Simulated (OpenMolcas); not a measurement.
# neutral cobalt: input and output

Input:

```
&GATEWAY
Coord
1

Co 0.0 0.0 0.0
Basis=ANO-RCC-VTZP
Group=XYZ
NoMove
AngMom=0.0 0.0 0.0
AMFI
&SEWARD
&RASSCF
FileOrb=start.orb
Symmetry=1
Spin=4
nActEl=9 0 0
Inactive=3 6
Ras2=6 0
CIRoot=20 20 1
SDav=20
CIMx=300
Iter=120 100
PrWF=0.3
OrbListing=Nothing
MaxOrb=0
Atom
>>> COPY $Project.JobIph JOBPRE
&RASSCF
FileOrb=start.orb
Symmetry=1
Spin=4
nActEl=9 0 0
Inactive=3 6
Ras2=11 0
CIRoot=20 20 1
SDav=500
CIMx=300
Iter=120 100
PrWF=0.3
OrbListing=Nothing
MaxOrb=0
Atom
>>> COPY $Project.JobIph JOB001
&RASSCF
FileOrb=start.orb
Symmetry=1
Spin=2
nActEl=9 0 0
Inactive=3 6
Ras2=11 0
CIRoot=62 62 1
SDav=500
CIMx=300
Iter=120 100
PrWF=0.3
OrbListing=Nothing
MaxOrb=0
Atom
CIOnly
>>> COPY $Project.JobIph JOB002
&RASSI
NrOfJobIphs=2 20 24
1 2 3 4 5 6 7 8 9 10 11 12 13 14 15 16 17 18 19 20
1 2 3 4 5 6 7 8 9 10 11 12 13 14 15 16 17 18 19 20 21 22 23 24
IphNames
JOB001
JOB002
EJob
SpinOrbit
DIPRint=1.0
SOCoupling=1000.0
Subsets=2
MEES
Property=10
'ANGMOM' 1 'ANGMOM' 2 'ANGMOM' 3 'MLTPL  1' 1 'MLTPL  1' 2 'MLTPL  1' 3
'AMFI' 1 'AMFI' 2 'AMFI' 3 'MLTPL  2' 6
SOProperty=3
'ANGMOM' 1 'ANGMOM' 2 'ANGMOM' 3
```

Launched by
```bash
OMP_NUM_THREADS=1 MOLCAS_MEM=2252 MOLCAS_PROJECT=a pymolcas a.inp > a.log  # once for each step of the input, in one work folder
```

A driver script runs the steps one by one and writes start.orb anew before each from the orbitals found so far, so a CI-only block uses the converged orbitals of the first block.

Output, cut to the results:

```
--- SEWARD ---
Basis set label: CO.ANO-RCC...6S5P3D2F1G.

      Electronic valence basis set:
      ------------------
      Associated Effective Charge  27.000000 au
      Associated Actual Charge     27.000000 au
      Nuclear Model: Point charge

      Shell  nPrim  nBasis  Cartesian Spherical Contaminant
         s      21       6        X
         p      15       5        X
         d      10       3                 X
         f       6       2                 X
         g       4       1                 X
                  Relativistic Douglas-Kroll-Hess integrals:
                    - DKH order of Hamiltonian: 2
                    - DKH order of Properties : 0
                  Atomic mean-field integrals
--- RASSCF ---
Wave function specifications:
      -----------------------------

      Number of closed shell electrons          18
      Number of electrons in active shells       9
      Max number of holes in RAS1 space          0
      Max nr of electrons in RAS3 space          0
      Number of inactive orbitals                9
      Number of active orbitals                 11
      Number of secondary orbitals              39
      Spin quantum number                      1.5
      State symmetry                             1
Orbital specifications:
      -----------------------

      Symmetry species                           1   2
                                                ag  au
      Frozen orbitals                            0   0
      Inactive orbitals                          3   6
      Active orbitals                           11   0
      RAS1 orbitals                              0   0
      RAS2 orbitals                             11   0
      RAS3 orbitals                              0   0
      Secondary orbitals                        16  23
      Deleted orbitals                           0   0
      Number of basis functions                 30  29
      Number of CSFs                         58080
      Number of root(s) required                20
      Iter CI   SX   CI       RASSCF       Energy    max ROT     max BLB   max BLB  Level Ln srch  Step   QN
          iter iter root      energy       change     param      element    value   shift minimum  type update
 Nr of preliminary CI iterations:   6
      Total energies have been shifted. Add                -1000.00 au
        1   1    6    0  -391.90787492    0.00E+00   1.90E-01*   5  18 1 -2.32E-02*  0.21   0.00    SX    NO
        2   3    7    0  -391.91489625   -7.02E-03* -1.96E-02    4  10 2  1.11E-02*  0.20   0.00    SX    NO
        3   3    7    0  -391.91505384   -1.58E-04* -1.18E-02    4  10 2 -1.22E-02*  0.21   0.00    SX    NO
        4   5    6    0  -391.91510502   -5.12E-05* -6.25E-04    4  10 2  3.79E-03*  0.21   0.00    SX    NO
        5   4    6    0  -391.91510895   -3.93E-06*  1.07E-03    4  10 2 -1.93E-03*  0.21   0.68    QN   YES
        6   4    6    0  -391.91511001   -1.06E-06*  1.59E-03    5  18 1  6.88E-05   0.21   2.50    LS   YES
        7   5    6    0  -391.91510929    7.25E-07* -8.32E-04    4  10 2  1.65E-03*  0.21   0.25    LS   YES
        8   4    6    0  -391.91511001   -7.24E-07*  1.53E-04    4  10 2  5.68E-04*  0.21   1.42    QN   YES
        9   4    5    0  -391.91511016   -1.52E-07* -1.19E-04    4  10 2  1.74E-04*  0.21   1.22    QN   YES
       10   3    5    0  -391.91511019   -2.92E-08*  3.65E-05    4  10 2  1.37E-05   0.21   1.05    QN   YES
       11   2    4    0  -391.91511019   -1.01E-09   2.01E-04    4  10 2  3.11E-05   0.21   1.19    QN   YES
      Convergence after 11 iterations
       12   4    4    0  -391.91511018    1.90E-08*  2.01E-04    4  10 2 -2.13E-04*  0.21   1.19    QN   YES
      Natural orbitals and occupation numbers for root  1
      sym 1:   1.978656   1.000258   1.978656   1.000273   0.994549   1.997698   0.014921   0.006726   0.014922   0.006630
               0.006711
      Natural orbitals and occupation numbers for root  2
      sym 1:   1.851758   1.851744   1.126992   0.994435   1.127022   1.997763   0.007875   0.007835   0.013940   0.013957
               0.006680
      Natural orbitals and occupation numbers for root  3
      sym 1:   0.994448   1.132953   1.845762   1.133028   1.845744   1.997766   0.013891   0.013913   0.007873   0.007961
               0.006663
::    RASSCF root number  1 Total energy:  -1391.94414041
::    RASSCF root number  2 Total energy:  -1391.94414040
::    RASSCF root number  3 Total energy:  -1391.94414040
...
--- RASSI ---
SPIN-FREE ENERGIES:
  (Shifted by EMIN (a.u.) =      -1391.9441404060)

 SF State       Relative EMIN(au)   Rel lowest level(eV)    D:o, cm**(-1)      L_eff

     1             0.0000000000        0.0000000000              0.0000         3.0
     2             0.0000000010        0.0000000280              0.0002         3.0
     3             0.0000000026        0.0000000718              0.0006         3.0
     4             0.0000000026        0.0000000718              0.0006         3.0
     5             0.0000000033        0.0000000910              0.0007         3.0
     6             0.0000000043        0.0000001159              0.0009         3.0
     7             0.0000000053        0.0000001437              0.0012         3.0
     8             0.0155716617        0.4237265000           3417.5847         3.0
     9             0.0155716617        0.4237265000           3417.5847         3.0
    10             0.0155716631        0.4237265388           3417.5850         3.0
    11             0.0155716631        0.4237265388           3417.5850         3.0
    12             0.0155716643        0.4237265719           3417.5853         3.0
    13             0.0155716655        0.4237266031           3417.5855         3.0
    14             0.0155716661        0.4237266199           3417.5857         3.0
    21             0.0396445787        1.0787839434           8700.9793         3.0
    22             0.0396445787        1.0787839434           8700.9793         3.0
    23             0.0396445803        1.0787839872           8700.9796         3.0
    24             0.0396445803        1.0787839872           8700.9796         3.0
    25             0.0396445815        1.0787840185           8700.9799         3.0
    26             0.0396445834        1.0787840708           8700.9803         3.0
    27             0.0396445841        1.0787840900           8700.9805         3.0
...
```

Levels above the lowest, from the spin-orbit matrix, grouped by J:

```
Configuration  Term    J  E (cm-1)  Measured (cm-1)  Term weight %  Second
      3d7 4s2    4F  9/2       0.0              0.0            100        
      3d7 4s2    4F  7/2       787              816            100        
      3d7 4s2    4F  5/2      1386             1407            100        
      3d7 4s2    4F  3/2      1806             1809            100        
       3d8 4s    4F  9/2      3524             3483            100        
       3d8 4s    4F  7/2      4184             4143             99        
       3d8 4s    4F  5/2      4717             4690            100        
       3d8 4s    4F  3/2      5098             5076            100        
       3d8 4s    2F  7/2      9080             7442             99        
       3d8 4s    2F  5/2     10081             8461             99        
      3d7 4s2    4P  5/2     16530            13795            100        
      3d7 4s2    4P  3/2     16825            14036             98    2 2P
      3d7 4s2    4P  1/2     17143            14399             99        
       3d8 4s    4P  5/2     18441                              53   47 2D
      3d7 4s2    2G  9/2     18446                             100
```

Against the 12 measured excited levels shown (NIST Handbook of Basic Atomic Spectroscopic Data) the mean absolute deviation is 980 cm-1; the largest miss in energy is 3d7 4s2 4P 3/2: computed 16825, measured 14036 cm-1 (+19.9 %).

Without dynamic correlation excited terms often stand tens of per cent too high (terms of higher spin than the ground term too low), and those without a measured partner can miss by more than the paired ones. Terms from blocks run as CI alone lack orbitals of their own. Active for correlation alone: 4d; no level in the range computed is led by a configuration that fills it, so any true level of that kind is missing. Computed and measured levels are paired by configuration, term and J; levels that our copy of the source lacks, or whose pairing is in doubt (as where it misses far off the trend of its configuration), stay unpaired and out of the deviations. Levels of configurations outside the active space are missing. The first state left out of the spin-orbit step lies near 23000 cm-1 above the lowest spin-free state of the reference (among the parities and spins computed), and the list stops at four fifths of that energy or lower.

The RASSCF and RASSI steps took 3 h on 1 thread of Intel(R) Xeon(R) Platinum 8259CL CPU @ 2.50GHz (Skylake/Cascade Lake), on a shared host; the integral step is not counted.

The term weight is that of the spin-free term in the level, not the purity of its configuration.
